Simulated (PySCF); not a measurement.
C₂H₁₃NOSi₃.
SMILES with atom numbers: `[CH3:1][CH2:2][O:3][SiH2:4][N:5]([SiH3:6])[SiH3:7]` (hydrogens: H8, H9, H10 on C1; H11, H12 on C2; H13, H14 on Si4; H15, H16, H17 on Si6; H18, H19, H20 on Si7)

The same species was optimised twice, with GFN2-xTB and with PBE0-D3(BJ)/def2-SVP (PySCF), and the same property calculations (PySCF, gas phase) were run on both structures.

```json
{"coordinate": "O3–Si4 (Å)", "GFN2-xTB": "1.614", "PBE0-D3(BJ)/def2-SVP": "1.662", "change": "+0.048"}
{"coordinate": "N5–Si7 (Å)", "GFN2-xTB": "1.733", "PBE0-D3(BJ)/def2-SVP": "1.751", "change": "+0.018"}
{"coordinate": "N5–Si6 (Å)", "GFN2-xTB": "1.748", "PBE0-D3(BJ)/def2-SVP": "1.762", "change": "+0.014"}
{"coordinate": "Si4–N5 (Å)", "GFN2-xTB": "1.726", "PBE0-D3(BJ)/def2-SVP": "1.737", "change": "+0.011"}
{"coordinate": "C1–C2 (Å)", "GFN2-xTB": "1.522", "PBE0-D3(BJ)/def2-SVP": "1.511", "change": "-0.011"}
{"coordinate": "C2–O3 (Å)", "GFN2-xTB": "1.397", "PBE0-D3(BJ)/def2-SVP": "1.408", "change": "+0.011"}
{"coordinate": "Si4–N5–Si7 (°)", "GFN2-xTB": "115.5", "PBE0-D3(BJ)/def2-SVP": "122.2", "change": "+6.7"}
{"coordinate": "Si6–N5–Si7 (°)", "GFN2-xTB": "125.8", "PBE0-D3(BJ)/def2-SVP": "119.9", "change": "-5.9"}
{"coordinate": "O3–Si4–N5 (°)", "GFN2-xTB": "101.5", "PBE0-D3(BJ)/def2-SVP": "102.9", "change": "+1.4"}
{"coordinate": "Si4–N5–Si6 (°)", "GFN2-xTB": "118.6", "PBE0-D3(BJ)/def2-SVP": "117.8", "change": "-0.8"}
{"coordinate": "C2–O3–Si4 (°)", "GFN2-xTB": "127.6", "PBE0-D3(BJ)/def2-SVP": "128.3", "change": "+0.7"}
{"coordinate": "C1–C2–O3 (°)", "GFN2-xTB": "109.9", "PBE0-D3(BJ)/def2-SVP": "109.6", "change": "-0.3"}
{"coordinate": "C1–C2–O3–Si4 (°)", "GFN2-xTB": "-135", "PBE0-D3(BJ)/def2-SVP": "-153", "change": "-18"}
{"coordinate": "C2–O3–Si4–N5 (°)", "GFN2-xTB": "176", "PBE0-D3(BJ)/def2-SVP": "149", "change": "-27"}
{"coordinate": "O3–Si4–N5–Si6 (°)", "GFN2-xTB": "-4", "PBE0-D3(BJ)/def2-SVP": "-18", "change": "-14"}
```

Rotational constants: A = 2680, B = 788.4, C = 641.1 MHz (GFN2-xTB) against A = 2721, B = 775.6, C = 624.8 MHz (PBE0-D3(BJ)/def2-SVP). Point groups within 0.08 Å: C1 and C1.

On the GFN2-xTB structure: HOMO (eV) -7.37 [PBE0/pcSseg-1]; LUMO (eV) 0.08 [PBE0/pcSseg-1]; dipole (D) 1.56 [PBE0/pcSseg-1]; GIAO shielding of C1 (ppm) 166.4 [PBE0/pcSseg-1]; GIAO shielding of C2 (ppm) 125.9 [PBE0/pcSseg-1]; GIAO shielding of O3 (ppm) 303.2 [PBE0/pcSseg-1]; GIAO shielding of Si4 (ppm) 375.1 [PBE0/pcSseg-1]; GIAO shielding of N5 (ppm) 269.1 [PBE0/pcSseg-1]; GIAO shielding of Si6/Si7 (mean) (ppm) 400.9 [PBE0/pcSseg-1].

Question: What do these properties become on the PBE0-D3(BJ)/def2-SVP structure?

Answer: 
```json
{"property": "HOMO (eV)", "level": "PBE0/pcSseg-1", "on GFN2-xTB": "-7.37", "on PBE0-D3(BJ)/def2-SVP": "-7.52", "change": "-0.15"}
{"property": "LUMO (eV)", "level": "PBE0/pcSseg-1", "on GFN2-xTB": "0.08", "on PBE0-D3(BJ)/def2-SVP": "0.14", "change": "+0.06"}
{"property": "dipole (D)", "level": "PBE0/pcSseg-1", "on GFN2-xTB": "1.56", "on PBE0-D3(BJ)/def2-SVP": "1.49", "change": "-0.07"}
{"property": "energy, GFN2-xTB geometry as zero (kcal/mol)", "level": "PBE0/pcSseg-1", "on GFN2-xTB": "0.0", "on PBE0-D3(BJ)/def2-SVP": "-4.7", "change": "-4.7"}
{"property": "GIAO shielding of C1 (ppm)", "level": "PBE0/pcSseg-1", "on GFN2-xTB": "166.4", "on PBE0-D3(BJ)/def2-SVP": "164.8", "change": "-1.6"}
{"property": "GIAO shielding of C2 (ppm)", "level": "PBE0/pcSseg-1", "on GFN2-xTB": "125.9", "on PBE0-D3(BJ)/def2-SVP": "121.8", "change": "-4.1"}
{"property": "GIAO shielding of O3 (ppm)", "level": "PBE0/pcSseg-1", "on GFN2-xTB": "303.2", "on PBE0-D3(BJ)/def2-SVP": "282.2", "change": "-21.0"}
{"property": "GIAO shielding of Si4 (ppm)", "level": "PBE0/pcSseg-1", "on GFN2-xTB": "375.1", "on PBE0-D3(BJ)/def2-SVP": "370.4", "change": "-4.7"}
{"property": "GIAO shielding of N5 (ppm)", "level": "PBE0/pcSseg-1", "on GFN2-xTB": "269.1", "on PBE0-D3(BJ)/def2-SVP": "270.7", "change": "+1.6"}
{"property": "GIAO shielding of Si6/Si7 (mean) (ppm)", "level": "PBE0/pcSseg-1", "on GFN2-xTB": "400.9", "on PBE0-D3(BJ)/def2-SVP": "405.3", "change": "+4.4"}
```

The heavy atoms differ by 0.316 Å rms after alignment. Among the bonds compared O3–Si4 changes most (+0.048 Å). Changes are differences of the printed values. Neither structure is proved a minimum here.

Shape of the structure used: `[CH3:1][CH2:2][O:3][SiH2:4][N:5]([SiH3:6])[SiH3:7]`: C1–C2–O3–Si4 -153°, C2–O3–Si4–N5 149°, O3–Si4–N5–Si6 -18°.
